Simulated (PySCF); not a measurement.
Species: C2H8OSi.
Geometry (PBE0-D3(BJ)/def2-SVP, Å), atoms numbered from 1 in this order:
```xyz
12
C2H8OSi angstrom
C     -1.7442    0.7217    0.4113
C     -0.6535   -0.0678   -0.2718
O      0.5738    0.1748    0.3734
Si     2.0142   -0.5166   -0.0877
H     -2.7168    0.5428   -0.0715
H     -1.8200    0.4329    1.4701
H     -1.5238    1.7986    0.3668
H     -0.8949   -1.1490   -0.2468
H     -0.5896    0.2182   -1.3404
H      2.3484   -0.1639   -1.5047
H      1.9526   -2.0094    0.0192
H      3.0561    0.0164    0.8301
```

Method used: TDDFT CAM-B3LYP/def2-SVPD, vertical, gas phase, core orbitals frozen in the response (PySCF 2.14.0, density-fitted response routines).

Transition dipole moments from the ground state, in atomic units and in the frame of the coordinates above (overall signs are arbitrary), for the states with f of 0.002 or more among the lowest 9:

```csv
state,E (hartree),μx,μy,μz
S2,0.2918,0.307,-0.030,0.045
S3,0.2950,-0.080,-0.370,0.295
S5,0.3136,0.056,0.239,-0.193
S6,0.3214,0.284,0.110,0.225
S7,0.3259,-0.011,-0.118,0.091
S8,0.3262,-0.112,0.044,0.034
S9,0.3345,0.205,-0.507,-0.570
```

(1) What oscillator strength does each state have?

(2) Which bond between heavy atoms lies closest to the direction of the S9 transition dipole?

(3) What angle do the transition dipoles of S5 and S6 make?

(4) What peak molar absorption coefficient would the strongest computed level give as a lone Gaussian band 0.5 eV wide at half height?

Results:

(1) f = (2/3) ΔE |μ|² with ΔE in hartree (27.2114 eV).

| state | \|μ\|² (au) | \|μ\| (D) | f |
| --- | --- | --- | --- |
| S2 | 0.097 | 0.79 | 0.019 |
| S3 | 0.230 | 1.22 | 0.045 |
| S5 | 0.098 | 0.79 | 0.020 |
| S6 | 0.143 | 0.96 | 0.031 |
| S7 | 0.022 | 0.38 | 0.005 |
| S8 | 0.016 | 0.32 | 0.003 |
| S9 | 0.624 | 2.01 | 0.139 |

(2) C1–C2, at 32° from it; next O3–Si4 at 46°.

(3) |cos θ| = |μa·μb| / (|μa| |μb|) = 0.01, so θ ≈ 89° (taken between 0 and 90°, since the signs are arbitrary).

(4) ε(max) = 2.175×10⁸ f / FWHM, with the width in cm⁻¹. S9: 2.175×10⁸ × 0.1392 / 4033 ≈ 7500 L mol⁻¹ cm⁻¹.

The vertical ionisation energy (ΔSCF) is 10.39 eV, 1.28 eV above S9.

One conformer stands for the species.

Without π bonds the low states may be Rydberg-like; a valence basis with one diffuse set may place them up to an eV too high.
